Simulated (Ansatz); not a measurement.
`O[CH](F)[GeH3]`, 9 atoms. Total charge 0; spin multiplicity 1. Correlated methods include outer-core shells of Ge, which these sets cover unevenly. Scalar relativity is left out up to krypton. All runs use 4 threads of an Intel Xeon 6975P-C on a shared host. Correlated methods freeze the cores.

(1) Give the basis size and wall time and peak host memory of each of these runs in Ansatz. direct RPA on PBE orbitals/def2-TZVPP energy; RKS ωB97X-V/def2-TZVPP energy; RKS B3LYP-D4/def2-TZVPP energy and forces; RKS ωB97M-V/def2-QZVPP energy; RHF-MP2/def2-QZVPP energy; RKS PBE0-D4/def2-SVP energy; RHF-CCSD(T)/def2-SVP energy; RKS PBE0-D4/def2-TZVP frequencies; RKS PBE0-D4/def2-TZVP relaxation (8 steps); RKS PBE0-D4/def2-QZVPP energy; RKS ωB97M-V/def2-SVP energy; RKS SPW92 (LDA)/def2-TZVPP energy. (Best estimate.)

Answers

(1) Computed: Other jobs shared the machine, so times are rough.

| level | job | functions | wall time | peak host memory (GiB) |
| --- | --- | --- | --- | --- |
| RKS PBE0-D4/def2-SVP | energy | 99 | 0.6 s | 0.21 |
| RKS SPW92 (LDA)/def2-TZVPP | energy | 211 | 0.65 s | 0.25 |
| RKS B3LYP-D4/def2-TZVPP | energy and forces | 211 | 1.7 s | 0.54 |
| RKS ωB97M-V/def2-SVP | energy | 99 | 1.8 s | 0.31 |
| direct RPA on PBE orbitals/def2-TZVPP | energy | 211 | 1.9 s | 0.44 |
| RHF-CCSD(T)/def2-SVP | energy | 99 | 2.4 s | 0.45 |
| RKS ωB97X-V/def2-TZVPP | energy | 211 | 2.6 s | 0.59 |
| RKS PBE0-D4/def2-QZVPP | energy | 410 | 3.1 s | 1.3 |
| RKS ωB97M-V/def2-QZVPP | energy | 410 | 6.5 s | 1.6 |
| RHF-MP2/def2-QZVPP | energy | 410 | 8.5 s | 2.1 |
| RKS PBE0-D4/def2-TZVP | relaxation (8 steps) | 171 | 13 s | 0.45 |
| RKS PBE0-D4/def2-TZVP | frequencies | 171 | 46 s | 0.42 |

B3LYP here is the variant with VWN-RPA as its local correlation; programs differ in this.
